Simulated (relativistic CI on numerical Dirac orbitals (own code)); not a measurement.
# Magnetism of Ru+, 4d7, in a crystal field

Calculated by Dirac-Coulomb-Breit CI, orbitals from a KLI potential per configuration, model QED, one configuration in a parametric crystal field, unscaled Slater integrals (own radial code). With so little scaling, terms lie 10 to 35 % too far apart, which can change the order of excited levels.

Field parameters in Wybourne normalisation: D3d B²₀ = −7Dσ, B⁴₀ = −14Dq − 21Dτ, B⁴₃ = −14√(10/7) Dq; D4h B²₀ = −7Ds, B⁴₀ = 21(Dq − Dt), B⁴₄ = 21√(5/14) Dq; Oh B⁴₀ = 21Dq, B⁴₄ = √(5/14) B⁴₀; Td as Oh with Dq negative (B⁴₀ = 21Dq, B⁴₄ = √(5/14) B⁴₀). The field is a parameter set, without covalency.

S is read from ⟨S²⟩ = S(S + 1).

Powder χT (cm³ K mol⁻¹) by Van Vleck's formula, with temperature-independent terms:

| Field | 2 K | 5 K | 10 K | 20 K | 50 K | 100 K | 200 K | 300 K |
| --- | --- | --- | --- | --- | --- | --- | --- | --- |
| D3d, 10Dq = 6400, Dσ = -150, Dτ = -310 cm⁻¹ | 1.87 | 2.05 | 2.31 | 2.64 | 2.86 | 2.91 | 2.97 | 3.02 |
| D3d, 10Dq = 15650, Dσ = -1060, Dτ = 190 cm⁻¹ | 0.11 | 0.129 | 0.16 | 0.223 | 0.387 | 0.522 | 0.625 | 0.688 |
| D4h, 10Dq = 6250, Ds = 1120, Dt = -510 cm⁻¹ | 1.57 | 1.59 | 1.63 | 1.7 | 1.93 | 2.21 | 2.44 | 2.51 |
| D4h, 10Dq = 16750, Ds = 930, Dt = 1070 cm⁻¹ | 1.88 | 1.89 | 1.92 | 1.96 | 2.09 | 2.31 | 2.67 | 2.89 |
| D4h, 10Dq = 19500, Ds = 400, Dt = -360 cm⁻¹ | 0.451 | 0.452 | 0.453 | 0.454 | 0.46 | 0.469 | 0.487 | 0.505 |
| Oh, 10Dq = 7250 cm⁻¹ | 1.97 | 2 | 2.03 | 2.1 | 2.31 | 2.67 | 3.26 | 3.6 |
| Oh, 10Dq = 7450 cm⁻¹ | 1.97 | 1.99 | 2.02 | 2.09 | 2.31 | 2.66 | 3.25 | 3.58 |
| Td, 10Dq = -6100 cm⁻¹ | 2.58 | 2.58 | 2.58 | 2.58 | 2.59 | 2.61 | 2.64 | 2.68 |

Task: For D4h, 10Dq = 6250, Ds = 1120, Dt = -510 cm⁻¹: what effective moment follows at 300 K?

Result: μ_eff = √(8χT) = 4.48 μB. The ground level has S = 1.49; the spin-only moment for S = 3/2 is 3.88 μB. The difference comes from the orbital moment, spin-orbit mixing of terms and temperature-independent paramagnetism, all larger in this ionic model than in covalent complexes.
